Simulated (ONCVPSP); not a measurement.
Cr: ONCV pseudisation with PBE, scalar-relativistic reference atom.

The input file (ONCVPSP 4.0.1):

```
# ATOM AND REFERENCE CONFIGURATION
# atsym  z   nc   nv     iexc    psfile
  Cr 24.00    3    5        4      upf
#
#   n    l    f
    1    0    2.00
    2    0    2.00
    2    1    6.00
    3    0    2.00
    3    1    6.00
    3    2    5.00
    4    0    0.75
    4    1    0.25
#
# PSEUDOPOTENTIAL AND OPTIMIZATION
# lmax
    2
#
#   l,   rc,      ep,       ncon, nbas, qcut
    0    1.25    0.00    4    8    8.40
    1    1.50    0.00    4    7   11.50
    2    1.05    0.00    4    7   10.80
#
# LOCAL POTENTIAL
# lloc, lpopt,  rc(5),   dvloc0
    4    2    1.00    1.00
#
# VANDERBILT-KLEINMAN-BYLANDER PROJECTORs
# l, nproj, debl
    0    2    1.00
    1    3    3.90
    2    2    0.60
#
# MODEL CORE CHARGE
# icmod, fcfact, rcfact
    3    5.75    1.45
#
# LOG DERIVATIVE ANALYSIS
# epsh1, epsh2, depsh
   -4.00    5.00    0.02
#
# OUTPUT GRID
# rlmax, drl
    6.00    0.01
#
# TEST CONFIGURATIONS
# ncnf
    4
# nvcnf
#   n    l    f
    5
    3    0    2.00
    3    1    6.00
    3    2    5.00
    4    0    1.00
    4    1    0.00
#
    5
    3    0    2.00
    3    1    6.00
    3    2    5.00
    4    0    0.00
    4    1    0.00
#
    5
    3    0    2.00
    3    1    6.00
    3    2    4.00
    4    0    0.00
    4    1    0.00
#
    5
    3    0    2.00
    3    1    6.00
    3    2    5.00
    4    0    0.00
    4    1    1.00
#
```

Command:

```bash
oncvpsp.x < Cr.dat > Cr.out
```

Resulting log (shortened: citation, most of the input echo, consistency checks and plot data are left out):

```
ONCVPSP  (Optimized Norm-Conservinng Vanderbilt PSeudopotential)
scalar-relativistic version 4.0.1

#   n    l    f        energy (Ha)
    1    0    2.00    -2.1613523E+02
    2    0    2.00    -2.4529666E+01
    2    1    6.00    -2.0617885E+01
    3    0    2.00    -2.7327650E+00
    3    1    6.00    -1.6838102E+00
    3    2    5.00    -1.2043713E-01
    4    0    0.75    -1.5686974E-01
    4    1    0.25    -4.4159892E-02

Reference configufation results
  iterations    37
  all-electron total energy (Ha)   -1.05050002D+03

Begin loop to  construct optimized pseudo wave functions
and semi-local pseudopoentials for all angular momenta

Calculating optimized projector #   1

 for l=   0

    Fraction of norm inside rc  0.856700
    Optimizing pswf for qcut=   8.40 a_B^-1,  ecut=  35.31 Ha
    Residual kinetic energy error=  7.29D-05 Ha

    Energy error per electron        Cutoff
         Ha          eV             Ha
         0.01000     0.27211       21.93
         0.00100     0.02721       28.73
         0.00010     0.00272       34.70
         0.00001     0.00027      103.81

Calculating optimized projector #   2

 for l=   0

    Fraction of norm inside rc  0.027511
    Optimizing pswf for qcut=   8.40 a_B^-1,  ecut=  35.31 Ha
    Residual kinetic energy error=  1.63D-05 Ha

    Energy error per electron        Cutoff
         Ha          eV             Ha
         0.01000     0.27211        7.55
         0.00100     0.02721       23.55
         0.00010     0.00272       30.60
         0.00001     0.00027       38.10

   Wellstate for l =  1  n =  6
     eigenvalue =   3.8558
     asymptotic potential =   4.3558
     half-point radius =  3.2745

Calculating optimized projector #   1

 for l=   1

    Fraction of norm inside rc  0.902623
    Optimizing pswf for qcut=  11.51 a_B^-1,  ecut=  66.23 Ha
    Residual kinetic energy error=  1.67D-08 Ha

    Energy error per electron        Cutoff
         Ha          eV             Ha
         0.01000     0.27211       20.84
         0.00100     0.02721       27.20
         0.00010     0.00272       32.65
         0.00001     0.00027       37.18

Calculating optimized projector #   2

 for l=   1

    Fraction of norm inside rc  0.012871
    Optimizing pswf for qcut=  11.51 a_B^-1,  ecut=  66.23 Ha
    Residual kinetic energy error=  4.31D-10 Ha

    Energy error per electron        Cutoff
         Ha          eV             Ha
         0.01000     0.27211       10.50
         0.00100     0.02721       17.86
         0.00010     0.00272       24.51
         0.00001     0.00027       30.14

Calculating optimized projector #   3

 for l=   1

    Fraction of norm inside rc  0.093763
    Optimizing pswf for qcut=  11.51 a_B^-1,  ecut=  66.23 Ha
    Residual kinetic energy error=  7.18D-09 Ha

    Energy error per electron        Cutoff
         Ha          eV             Ha
         0.01000     0.27211       19.27
         0.00100     0.02721       25.47
         0.00010     0.00272       30.60
         0.00001     0.00027       35.22

   Wellstate for l =  2  n =  4
     eigenvalue =   0.4796
     asymptotic potential =   0.9796
     half-point radius =  4.9712

Calculating optimized projector #   1

 for l=   2

    Fraction of norm inside rc  0.398321
    Optimizing pswf for qcut=  10.79 a_B^-1,  ecut=  58.19 Ha
    Residual kinetic energy error=  1.73D-03 Ha

    Energy error per electron        Cutoff
         Ha          eV             Ha
         0.01000     0.27211       48.77
         0.00100     0.02721       69.14
         0.00010     0.00272      150.04
         0.00001     0.00027      208.71

Calculating optimized projector #   2

 for l=   2

    Fraction of norm inside rc  0.090045
    Optimizing pswf for qcut=  10.79 a_B^-1,  ecut=  58.19 Ha
    Residual kinetic energy error=  5.27D-04 Ha

    Energy error per electron        Cutoff
         Ha          eV             Ha
         0.01000     0.27211       42.92
         0.00100     0.02721       55.21
         0.00010     0.00272       84.74
         0.00001     0.00027      181.48

Construct Vanderbilt / Kleinmman-Bylander projectors

B matrix Hermiticity error, ll=   0
   1   2    1.9164E-04

  Orthonormal projector coefficients  1.1653E+01  1.6407E+00

B matrix Hermiticity error, ll=   1
   1   2    6.5117E-05
   1   3    4.5364E-04
   2   3   -6.3855E-05

  Orthonormal projector coefficients  1.3227E+00 -1.2591E+00  3.3100E-01

B matrix Hermiticity error, ll=   2
   1   2    4.3214E-05

  Orthonormal projector coefficients -2.1709E+01 -7.8898E+00

Model core correction analysis
  based on d2Exc/dn_idn_j

d2excae - all-electron derivatives

   -4.176517D-02   -3.822578D-02   -2.378816D-02   -1.865280D-03
   -6.486291D-04
   -3.822611D-02   -3.619581D-02   -2.371001D-02   -2.312485D-03
   -7.225437D-04
   -2.378867D-02   -2.371030D-02   -2.154339D-02   -1.019459D-02
   -4.831492D-03
   -1.864887D-03   -2.311620D-03   -1.019083D-02   -3.362026D-02
   -2.556009D-02
   -6.485969D-04   -7.223646D-04   -4.826499D-03   -2.554478D-02
   -3.338420D-02

d2excps - pseudofunction derivatives with no core correction

   -4.414732D-02   -3.953802D-02   -2.586971D-02   -2.079734D-03
   -7.009881D-04
   -3.953874D-02   -3.750241D-02   -2.595990D-02   -2.409281D-03
   -7.628883D-04
   -2.587037D-02   -2.596018D-02   -2.284509D-02   -1.029295D-02
   -4.883109D-03
   -2.079204D-03   -2.408420D-03   -1.028919D-02   -3.363552D-02
   -2.556327D-02
   -7.009693D-04   -7.627112D-04   -4.878117D-03   -2.554796D-02
   -3.338542D-02

rms 2nd derivative error    1.121710E-03

rmatch, rhocmatch    0.4626   29.0730

Teter function model core charge with specified parameters

d2excps - pseudofunction derivatives with core correction

   -3.763311D-02   -3.590386D-02   -2.409034D-02   -1.634889D-03
   -5.943698D-04
   -3.590397D-02   -3.487892D-02   -2.447632D-02   -2.156488D-03
   -6.852458D-04
   -2.409068D-02   -2.447658D-02   -2.191353D-02   -1.017022D-02
   -4.839926D-03
   -1.634468D-03   -2.155614D-03   -1.016646D-02   -3.360647D-02
   -2.555627D-02
   -5.943287D-04   -6.850647D-04   -4.834932D-03   -2.554096D-02
   -3.338325D-02

rms 2nd derivative error    1.118047E-03

Pseudoatom total energy  -86.975975

Diagnostic tests using Vanderbilt-Kleinman-Bylander pseudopotentials
  1 or more projectors used as specified by nproj input data

   l    rcore       rmatch      e in        delta e   norm test  slope test

   0   1.2561552   1.2942948  -2.7327650   0.0000037   1.0001031   1.0001123
   0   1.2561552   1.2942948  -0.1568697   0.0000051   1.0000821   1.0000576

   1   1.5030821   1.5487190  -1.6838102   0.0000032   1.0001254   1.0001343
   1   1.5030821   1.5487190  -0.0441599   0.0000016   1.0000606   1.0000450
   1   1.5030821   1.5487190   3.8558401   0.0001556   1.0002795   1.0002795

   2   1.0560922   1.0881575  -0.1204371   0.0000129   1.0000843   1.0000699
   2   1.0560922   1.0881575   0.4795629   0.0000064   1.0002039   1.0002039

 Testing for bound ghosts
   n   l    E NL Schr. Eq   E Basis Diag.   E Cutoff

   1   0       -2.732761       -2.732729    166.75
   2   0       -0.156865        0.105319    166.75

   2   1       -1.683807       -1.683787    134.43
   3   1       -0.044158        0.185311    134.43

   3   2       -0.120424       -0.069140    230.67

 Testing for highly-localized positive-energy ghosts
       l    <radius>/rc     E Basis Diag.   E Cutoff

Test configuration 0

   n   l     f        eae           eps        diff
   1   0  2.0000 -216.13522920
   2   0  2.0000  -24.52966602
   2   1  6.0000  -20.61788463
   3   0  2.0000   -2.73276497   -2.73276127    3.71D-06
   3   1  6.0000   -1.68381019   -1.68380701    3.18D-06
   3   2  5.0000   -0.12043713   -0.12042420    1.29D-05
   4   0  0.7500   -0.15686974   -0.15686462    5.12D-06
   4   1  0.2500   -0.04415989   -0.04415826    1.63D-06

    Total energies and differences
      AE_ref= -1.05050002D+03  AE_tst= -1.05050002D+03  dif=  0.00D+00
      PS_ref= -8.69759753D+01  PS_tst= -8.69759753D+01  dif=  1.90D-12
      PSP excitation error= -1.90D-12

Test configuration 1

   n   l     f        eae           eps        diff
   1   0  2.0000 -216.12151506
   2   0  2.0000  -24.51717551
   2   1  6.0000  -20.60530078
   3   0  2.0000   -2.71913842   -2.71914565   -7.23D-06
   3   1  6.0000   -1.67000899   -1.67002818   -1.92D-05
   3   2  5.0000   -0.10706025   -0.10704520    1.50D-05
   4   0  1.0000   -0.14726729   -0.14726784   -5.56D-07

    Total energies and differences
      AE_ref= -1.05050002D+03  AE_tst= -1.05052795D+03  dif= -2.79D-02
      PS_ref= -8.69759753D+01  PS_tst= -8.70039036D+01  dif= -2.79D-02
      PSP excitation error= -1.85D-06

Test configuration 2

   n   l     f        eae           eps        diff
   1   0  2.0000 -216.38041077
   2   0  2.0000  -24.76630002
   2   1  6.0000  -20.85527375
   3   0  2.0000   -2.97610283   -2.97597019    1.33D-04
   3   1  6.0000   -1.92842173   -1.92823655    1.85D-04
   3   2  5.0000   -0.36288425   -0.36289314   -8.89D-06

    Total energies and differences
      AE_ref= -1.05050002D+03  AE_tst= -1.05027432D+03  dif=  2.26D-01
      PS_ref= -8.69759753D+01  PS_tst= -8.67502844D+01  dif=  2.26D-01
      PSP excitation error=  1.02D-05

Test configuration 3

psatom: WARNING lschvkbb convergence error n,l,iter=   3   1   4
ea(ii),et,emin,emax -4.824094E-02 -5.306503E-02 -5.306503E-02 -5.306503E-02
run_config: WARNING for fully non-local PS atom, stg. 1
 WARNING no output for configuration 4

Test configuration 4

   n   l     f        eae           eps        diff
   1   0  2.0000 -216.17309092
   2   0  2.0000  -24.56402754
   2   1  6.0000  -20.65250086
   3   0  2.0000   -2.77042845   -2.77040690    2.15D-05
   3   1  6.0000   -1.72191785   -1.72186090    5.69D-05
   3   2  5.0000   -0.15695857   -0.15695761    9.52D-07
   4   1  1.0000   -0.06346451   -0.06345801    6.49D-06

    Total energies and differences
      AE_ref= -1.05050002D+03  AE_tst= -1.05041323D+03  dif=  8.68D-02
      PS_ref= -8.69759753D+01  PS_tst= -8.68891911D+01  dif=  8.68D-02
      PSP excitation error=  4.64D-06
```

The run took about 7.5 s on one core of a shared server CPU.
